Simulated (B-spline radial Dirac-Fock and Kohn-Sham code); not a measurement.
Z = 27 (cobalt), transition energy 659 keV. These are calculated numbers from an atomic code on a B-spline grid; the model is a Dirac-Hartree-Slater potential of the neutral atom with a Latter tail (no hole, which puts coefficients of high multipoles low close above an edge), finite nucleus with surface currents. Subshells that would emit electrons below 1 keV are left out.

Question: A pure transition shows α(K) = 0.00376, L1/L2 = 14.9 and L1/L3 = 25.7. What is its multipolarity?
A. E3
B. E1
C. M2
D. M4
E. M1
F. M3
G. E2
H. E4

Answer: H. For comparison, α(K), L1/L2, L1/L3 are E1 0.000206, 148, 71.4; E2 0.000591, 61.4, 55.9; E3 0.00152, 27.7, 38.3; M1 0.000380, 104, 161; M2 0.00104, 59.0, 145; M3 0.00267, 37.8, 74.3; M4 0.00667, 26.3, 37.7.
